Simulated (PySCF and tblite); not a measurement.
Results of a calculation; reference values are marked as such.
**C₄H₅Br, numbered as in [CH:1]#[C:2][CH2:3][CH2:4][Br:5]: conformational analysis**

The ensemble was built from 90 distance-geometry starts (ETKDG and KDG, MMFF94s, GFN2-xTB) and rests on PBE0-D3(BJ)/def2-SVP geometries. Weights use PBE0-D3(BJ)/def2-TZVP energies plus GFN2-xTB zero-point and thermal terms (modes under about 100 cm⁻¹ blended into free rotors). Symmetry numbers and mirror images are counted. Conformers within 4 kcal/mol (GFN2-xTB free energy) were kept, 7 at most. GIAO shieldings: PBE0/pcSseg-1. Couplings: B3LYP/pcSseg-1 with pcJ-1 on H (gas phase; spin-dipole term only for pairs with B, N, F, Si or P). Couplings are for ¹H; a prime marks the second kind of pair between the same two sets of atoms. Shifts are against TMS (¹H), TMS (¹³C) at the same level. Programs: PySCF with density fitting and tblite.

Torsions listed: C2–C3–C4–Br5. Of a mirror pair one member is shown.

```csv
conformer,shape,symmetry,E(GFN2) kcal/mol,E(DFT) kcal/mol,G(298.15 K) kcal/mol,weight %,dipole D
1,180°,Cs,0.00,0.00,0.00,74.6,1.40
2,-65°,C1 (pair),0.84,1.02,0.64,25.4,2.01
```

Weights (%) against temperature:

```
 T (K)     1     2  S(mix) cal/mol/K
   250  80.3  19.7              1.26
273.15  77.4  22.6              1.37
298.15  74.6  25.4              1.48
323.15  72.0  28.0              1.56
373.15  67.6  32.4              1.70
```

Averaged shifts at 298.15 K. ¹H: 3.25 (H4, 2H), 2.48 (H3, 2H), 1.97 (H1, 1H) ppm. ¹³C: 83.5 (C2), 76.9 (C1), 40.2 (C4), 25.6 (C3) ppm.

Averaged couplings (Hz): ⁴J(H1,H3) -4.2, ²J(H3,H3) -19.0, ³J(H3,H4) 12.4, ³J(H3,H4′) 6.8, ²J(H4,H4) -11.1.

Coordinates of conformer 1 (Å):

```xyz
10

C     2.356   -0.192    0.099
C     1.168   -0.406   -0.002
C    -0.268   -0.626   -0.122
C    -1.023    0.695   -0.169
Br   -2.936    0.404   -0.325
H     3.412   -0.013    0.189
H    -0.483   -1.209   -1.033
H    -0.627   -1.229    0.727
H    -0.866    1.281    0.746
H    -0.724    1.300   -1.034
```

Coordinates of conformer 2 (Å):

```xyz
10

C     2.099    0.843   -0.449
C     1.165    0.124   -0.176
C     0.031   -0.734    0.141
C    -1.313   -0.023    0.140
Br   -1.451    1.310    1.542
H     2.928    1.484   -0.683
H    -0.024   -1.550   -0.604
H     0.193   -1.217    1.119
H    -1.489    0.505   -0.806
H    -2.129   -0.737    0.313
```

Spin–orbit effects of the heavy atoms on shieldings are missing. At a carbon that bears Br the missing effect is some 10 ppm, beside I tens of ppm. Shifts are unscaled: against experiment ¹³C can be off by 15 ppm or more and ¹H by 0.8 ppm.

Search and properties took 39 s on 1 thread of AMD EPYC 9R45 96-Core, shared host (rough), launched as `OMP_NUM_THREADS=1 python ens_run.py task.json out`.
